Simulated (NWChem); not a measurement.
C5H3F; SMILES C#CC(F)C#C

Computed with NWChem. Coordinates come from a PBE0/def2-SVP optimisation. Level SCAN/def2-SVP: energy and gradient on several grids; changes count from the extra-fine grid, which is no exact limit either.

```csv
grid,size of the energy change (μHa),largest change of a gradient component (μHa/bohr),"time, medium = 1 (rough)"
xcoarse,10000,5000,about 1
coarse,300,4000,about 1
medium,8000,2000,about 1
fine,2000,600,about 1
xfine,< 10,< 30,2
```
